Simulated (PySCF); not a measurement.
Compound: BrGeH5OSi.
Numbering: `[GeH3:1][O:2][SiH2:3][Br:4]` (hydrogens: H5, H6, H7 on Ge1; H8, H9 on Si3)

Jobs on this species (9 atoms, 94 electrons) with PySCF (density fitting). Hardware of each: one thread, Arm Neoverse V2 (aarch64), no GPU, on a shared host. Times come from a shared host and carry two figures at best. Peak memory is the resident size of the whole Python process, interpreter and libraries included.

Task: Rank these jobs by wall time, shortest first.
A. delta-SCF UKS SCAN, pcX-1 on the ionised atom, pcseg-1 elsewhere, spin-free X2C; ΔSCF core ionisation, 3 holes; 133 basis functions
B. delta-SCF UKS PBE0, pcX-2 on the ionised atom, pcseg-1 elsewhere, spin-free X2C; ΔSCF core ionisation, 3 holes; 153 basis functions
C. PBE0-D3(BJ)/def2-SVP, grid level 1; geometry optimisation from a GFN2-xTB start shaken at random; 121 basis functions

Result: A (12 s), B (26 s), C (82 s).

All jobs:

```json
{"level and settings": "delta-SCF UKS PBE, pcX-2 on the ionised atom, pcseg-1 elsewhere, spin-free X2C", "work": "ΔSCF core ionisation, 3 holes", "basis functions": "153", "SCF cycles": "43", "wall time": "10 s", "peak memory": "0.44 GiB"}
{"level and settings": "delta-SCF UKS SCAN, pcX-1 on the ionised atom, pcseg-1 elsewhere, spin-free X2C", "work": "ΔSCF core ionisation, 3 holes", "basis functions": "133", "SCF cycles": "42", "wall time": "12 s", "peak memory": "0.37 GiB"}
{"level and settings": "delta-SCF UKS SCAN, pcX-2 on the ionised atom, pcseg-1 elsewhere, non-relativistic", "work": "ΔSCF core ionisation, 3 holes", "basis functions": "153", "SCF cycles": "42", "wall time": "14 s", "peak memory": "0.43 GiB"}
{"level and settings": "delta-SCF UKS SCAN, pcX-2 on the ionised atom, pcseg-1 elsewhere, spin-free X2C", "work": "ΔSCF core ionisation, 3 holes", "basis functions": "153", "SCF cycles": "43", "wall time": "14 s", "peak memory": "0.46 GiB"}
{"level and settings": "delta-SCF UKS SCAN, def2-TZVP on the ionised atom, pcseg-1 elsewhere, spin-free X2C", "work": "ΔSCF core ionisation, 3 holes", "basis functions": "130", "SCF cycles": "42", "wall time": "14 s", "peak memory": "0.38 GiB"}
{"level and settings": "delta-SCF UKS HF, pcX-2 on the ionised atom, pcseg-1 elsewhere, spin-free X2C", "work": "ΔSCF core ionisation, 3 holes", "basis functions": "153", "SCF cycles": "39", "wall time": "21 s", "peak memory": "0.53 GiB"}
{"level and settings": "delta-SCF UKS B3LYP, pcX-2 on the ionised atom, pcseg-1 elsewhere, spin-free X2C", "work": "ΔSCF core ionisation, 3 holes", "basis functions": "153", "SCF cycles": "38", "wall time": "25 s", "peak memory": "0.57 GiB"}
{"level and settings": "delta-SCF UKS PBE0, pcX-2 on the ionised atom, pcseg-1 elsewhere, spin-free X2C", "work": "ΔSCF core ionisation, 3 holes", "basis functions": "153", "SCF cycles": "38", "wall time": "26 s", "peak memory": "0.57 GiB"}
{"level and settings": "PBE0-D3(BJ)/def2-SVP, grid level 1", "work": "geometry optimisation from a GFN2-xTB start shaken at random", "basis functions": "121", "SCF cycles": "65", "wall time": "82 s", "peak memory": "0.50 GiB"}
```

Task: What do all jobs in the table cost together?

Result: About 3.6 min; the longest takes about 38 % of that, and about 8.2 times as long as the shortest.
